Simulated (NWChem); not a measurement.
# HS$_{2}$, doublet; SMILES S[S]

Computed with NWChem. Pople sets run with spherical d functions. Spin-unrestricted. In the optimisation the excess spin sits in a" (Cs, its own frame). Geometry: optimised at PBE-D3(BJ)/def2-SVP, spin-unrestricted. No stability test was run on the SCF state. Level: M05-2X/6-31G* with SMD (1 M gas to 1 M solution), gas-phase geometry. Reactions with the solvent are ignored.

### Question
Predict the results for solvent n-hexane. Quantities: solvation free energy (kcal/mol); cavity-dispersion-structure term (kcal/mol); dipole in solution (D).

### Answer
```json
{
 "solvation free energy (kcal/mol)": "-3.8",
 "cavity-dispersion-structure term (kcal/mol)": "-2.8",
 "dipole in solution (D)": "2.03"
}
```
